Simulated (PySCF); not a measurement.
SMILES [SiH](C)([SiH2][Si](O)(O)O)C, singlet (GFN2-xTB optimised geometry):

```
20

Si     1.013     0.222     1.668
C      0.200     1.949     1.658
C      2.889     0.454     1.407
Si     0.066    -1.095     0.000
Si    -2.217    -1.095     0.000
O     -2.894     0.390     0.000
O     -2.946    -1.835    -1.272
O     -2.590    -1.786     1.425
H      0.849    -0.323     3.033
H      0.539     2.569     2.483
H     -0.880     1.861     1.733
H      0.420     2.483     0.737
H      3.407    -0.499     1.456
H      3.101     0.888     0.434
H      3.327     1.105     2.158
H      0.549    -0.671    -1.337
H      0.571    -2.483     0.056
H     -3.101     0.797    -0.835
H     -2.757    -2.748    -1.463
H     -3.471    -1.711     1.787
```

Method: B3LYP/def2-SVP in PySCF.

What are the frontier orbital energies and the dipole moment?

HOMO-2 -8.36 eV, HOMO-1 -7.92 eV, HOMO -7.28 eV, LUMO 0.19 eV, LUMO+1 0.40 eV; dipole moment 1.28 D.

Meta-Löwdin charges at B3LYP/def2-SVP: Si1 0.57, C2 -0.52, C3 -0.52, Si4 0.04, Si5 1.23, O6 -0.72, O7 -0.72, O8 -0.72, H9 -0.11, H10 0.11, H11 0.11, H12 0.10, H13 0.11, H14 0.10, H15 0.11, H16 -0.09, H17 -0.08, H18 0.33, H19 0.33, H20 0.33.
